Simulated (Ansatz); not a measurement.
A nudged elastic band was laid between two geometries of BFH7NOSi3 (14 atoms, charge 0, multiplicity 1).

All numbers below come from Ansatz, RKS PBE/STO-3G.

```json
{
  "movable images": "5",
  "climbing image": "yes",
  "spring": "5.0 eV/Å²",
  "optimiser": "quadratic models (default)",
  "start path": "IDPP",
  "force threshold": "0.05 eV/Å",
  "iteration limit": "57",
  "end points": "relaxed"
}
```

Initial state:

```xyz
14
Properties=species:S:1:pos:R:3
F -2.787 -0.871 1.787
B -1.527 -0.664 1.467
Si 0.163 -0.413 2.481
N 0.870 -0.437 0.862
Si -0.500 -0.551 -0.235
O -0.814 0.875 -1.161
Si 0.251 1.113 -2.486
H 0.682 -1.482 3.344
H 0.415 0.830 3.222
H 1.886 -0.393 0.625
H -0.332 -1.664 -1.194
H 1.628 1.390 -2.073
H -0.249 2.272 -3.214
H 0.301 -0.034 -3.396
```

Final state:

```xyz
14
Properties=species:S:1:pos:R:3
F -2.803 -0.223 1.951
B -1.576 -0.400 1.510
Si 0.142 -0.992 2.315
N 0.695 -0.897 0.639
Si -0.679 -0.271 -0.263
O -0.489 1.344 -0.849
Si 0.501 1.485 -2.244
H 0.275 -2.339 2.883
H 0.879 -0.116 3.235
H 1.639 -1.164 0.280
H -0.991 -1.124 -1.430
H 0.435 2.880 -2.658
H 0.054 0.639 -3.353
H 1.904 1.148 -1.988
```

Q: What changes between the two ends?

A: No bond is made or broken. The dihedral Si5–O6–Si7–H14 goes from 55 to -67°. The two ends are copies of one structure, up to a mirror image or an exchange of like atoms.

Q: Give the energies along the band, and the barrier.

A: The forces met the threshold. The highest image is number 3 of 0 to 6, 1.2 kcal/mol above the ends, which have the same energy within 2 meV. A vibrational analysis at the climbing image gives one clearly imaginary mode, 119i cm⁻¹: a first-order saddle point. Limits of this set-up: minimal basis.

```json
{"image": "0", "path coordinate (Å)": "0.00", "energy (kcal/mol)": "0.0", "dihedral Si5–O6–Si7–H14 (°)": "55"}
{"image": "1", "path coordinate (Å)": "0.75", "energy (kcal/mol)": "0.2", "dihedral Si5–O6–Si7–H14 (°)": "38"}
{"image": "2", "path coordinate (Å)": "1.50", "energy (kcal/mol)": "0.8", "dihedral Si5–O6–Si7–H14 (°)": "17"}
{"image": "3", "path coordinate (Å)": "2.26", "energy (kcal/mol)": "1.2", "dihedral Si5–O6–Si7–H14 (°)": "-7"}
{"image": "4", "path coordinate (Å)": "3.02", "energy (kcal/mol)": "0.8", "dihedral Si5–O6–Si7–H14 (°)": "-31"}
{"image": "5", "path coordinate (Å)": "3.78", "energy (kcal/mol)": "0.2", "dihedral Si5–O6–Si7–H14 (°)": "-51"}
{"image": "6", "path coordinate (Å)": "4.55", "energy (kcal/mol)": "0.0", "dihedral Si5–O6–Si7–H14 (°)": "-67"}
```

Q: What is the geometry of the highest image?

A: 
```xyz
14
Properties=species:S:1:pos:R:3
F -2.808 -0.330 1.924
B -1.563 -0.441 1.512
Si 0.176 -0.866 2.375
N 0.752 -0.828 0.704
Si -0.644 -0.347 -0.253
O -0.543 1.240 -0.913
Si 0.421 1.416 -2.325
H 0.392 -2.166 3.022
H 0.835 0.111 3.252
H 1.717 -1.054 0.373
H -0.875 -1.286 -1.371
H 1.373 2.501 -2.103
H -0.423 1.797 -3.456
H 1.175 0.223 -2.712
```

Q: What are the harmonic wavenumbers there?

A: 119i, 34, 74, 90, 199, 247, 319, 343, 436, 508, 524, 613, 645, 706, 735, 746, 752, 761, 837, 891, 918, 953, 967, 1073, 1088, 1090, 1134, 1255, 1549, 2441, 2500, 2530, 2530, 2576, 2587, 3649 cm⁻¹.

The run took 2.1 min on 1 thread of Arm Neoverse V1 (shared host), peak memory 0.11 GiB.
